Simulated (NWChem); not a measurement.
System meant: ZnNH2I; SMILES [NH2][Zn][I]

Here is an NWChem input.

```
start job
memory heap 200 mb stack 900 mb global 1100 mb
geometry units angstroms noautoz
  Zn     0.152785    -1.187070     0.003756
  I     -0.145193     1.224239     0.001062
  N      0.519708    -2.969153     0.008247
  H      0.276835    -3.484326    -0.835143
  H      0.167793    -3.503297     0.799783
end
basis spherical
  * library def2-svp
end
dft
  xc pbe0
  iterations 150
  mulliken
end
task dft energy
```

End of the output:

```
             Grid Information
             ----------------
          Grid used for XC integration:  medium
          Radial quadrature: Mura-Knowles
          Angular quadrature: Lebedev.
          Tag              B.-S. Rad. Rad. Pts. Rad. Cut. Ang. Pts.
          ---              ---------- --------- --------- ---------
          Zn                  1.35      112           9.0       590
          I                   1.40      123          12.0       590
          N                   0.65       49          11.0       434
          H                   0.35       45          12.0       434
          Grid pruning is: on
          Number of quadrature shells:   374
          Spatial weights used:  Erf1

          Convergence Information
          -----------------------
          Convergence aids based upon iterative change in
          total energy or number of iterations.
          Levelshifting, if invoked, occurs when the
          HOMO/LUMO gap drops below (HL_TOL):  1.00D-02
          DIIS, if invoked, will attempt to extrapolate
          using up to (NFOCK): 10 stored Fock matrices.

                    Damping( 0%)  Levelshifting(0.5)       DIIS
                  --------------- ------------------- ---------------
          dE  on:    start            ASAP                start
          dE off:    2 iters        150 iters           150 iters

      Screening Tolerance Information
      -------------------------------
          Density screening/tol_rho:  1.00D-10
          AO Gaussian exp screening on grid/accAOfunc:  14
          CD Gaussian exp screening on grid/accCDfunc:  20
          XC Gaussian exp screening on grid/accXCfunc:  20
          Schwarz screening/accCoul:  1.00D-08

      Superposition of Atomic Density Guess
      -------------------------------------

      charge =      53.0 I (Iodine)

      symmetry species            s     p     d     f
      number of basis functions =10     7     6
      number of cont. functions = 4     4     2
      number of closed shells   = 5     3     2
      number of open shells     = 0     1     0
      open shell occupation     = 0     5     0
 ------------------------------------------------------------------------
 atomscf:atomd: error in atom scf                   0
 ------------------------------------------------------------------------
 ------------------------------------------------------------------------
  current input line :
    18: task dft energy
 ------------------------------------------------------------------------
 ------------------------------------------------------------------------
 This error has not yet been assigned to a category
 ------------------------------------------------------------------------
 For more information see the NWChem manual at https://nwchemgit.github.io

0:atomscf:atomd: error in atom scf:Received an Error in Communication
```

### Question
Can this run be used? If not, why, and what is the fix?

### Answer
The program stopped with an error. Cause: the def2 basis of a heavy element holds valence functions alone and wants its effective core potential (without it all electrons must fit into that basis). This input runs:
```
start job
memory heap 200 mb stack 900 mb global 1100 mb
geometry units angstroms noautoz
  Zn     0.152785    -1.187070     0.003756
  I     -0.145193     1.224239     0.001062
  N      0.519708    -2.969153     0.008247
  H      0.276835    -3.484326    -0.835143
  H      0.167793    -3.503297     0.799783
end
basis spherical
  * library def2-svp
end
ecp
  I library def2-ecp
end
dft
  xc pbe0
  iterations 150
  mulliken
end
task dft energy
```
It converges to -2132.51311 Ha (PBE0/def2-SVP with def2 effective core potentials on I).
